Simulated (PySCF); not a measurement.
Frontier levels across methods

Species: C3H6F2O2.
Cartesian coordinates in Å at the PBE0-D3(BJ)/def2-SVP level; atoms count from 1:
```xyz
13
C3H6F2O2 angstrom
C     -1.8889   -0.1754   -0.2307
O     -0.6883   -0.6688   -0.7722
C      0.2810   -0.9473    0.1632
O      0.7945    0.2149    0.7768
C      1.5657    0.9884   -0.0306
F      1.6302    2.2025    0.5150
F      2.8207    0.4945   -0.0922
H     -2.3303   -0.8959    0.4826
H     -1.7387    0.7847    0.2910
H     -2.5886   -0.0266   -1.0631
H      1.0824   -1.4952   -0.3579
H     -0.1070   -1.5551    0.9992
H      1.1714    1.0574   -1.0602
```

Basis pcSseg-1 throughout (PySCF), one geometry. The structure is a single PBE0-D3(BJ)/def2-SVP conformer in the gas phase; no vibrational or solvent corrections.

Problem. How do the orbital energies, the gap and the dipole change with the method?

Solution. 
| method | kind | HOMO (eV) | LUMO (eV) | gap (eV) | μ (D) | SCF cycles |
| --- | --- | --- | --- | --- | --- | --- |
| OPBE | GGA | -6.80 | 0.87 | 7.67 | 2.47 | 14 |
| B97-D | GGA | -6.89 | 0.77 | 7.66 | 2.56 | 14 |
| BP86 | GGA | -6.95 | 0.71 | 7.66 | 2.54 | 14 |
| KT2 | GGA | -7.00 | 0.58 | 7.58 | 2.53 | 14 |
| B97-2 | global hybrid | -8.23 | 1.49 | 9.72 | 2.67 | 14 |
| B3LYP | global hybrid | -8.24 | 1.12 | 9.35 | 2.65 | 13 |
| PBE0 | global hybrid | -8.50 | 1.47 | 9.97 | 2.67 | 14 |
| wB97X-D | range-separated hybrid | -10.45 | 3.32 | 13.78 | 2.73 | 14 |

The HOMO spans 3.65 eV, from OPBE down to wB97X-D, and the gap runs from 7.58 eV (KT2) to 13.78 eV (wB97X-D). Over the methods OPBE (0 %), B97-D (0 %), BP86 (0 %), KT2 (0 %), B97-2 (21 %), B3LYP (20 %), PBE0 (25 %), a straight line through the gap against the share of exact exchange rises by 0.93 eV for each 10 % (correlation coefficient 0.997). The dipole ranges from 2.47 D (OPBE) to 2.73 D (wB97X-D). This basis has no diffuse functions.
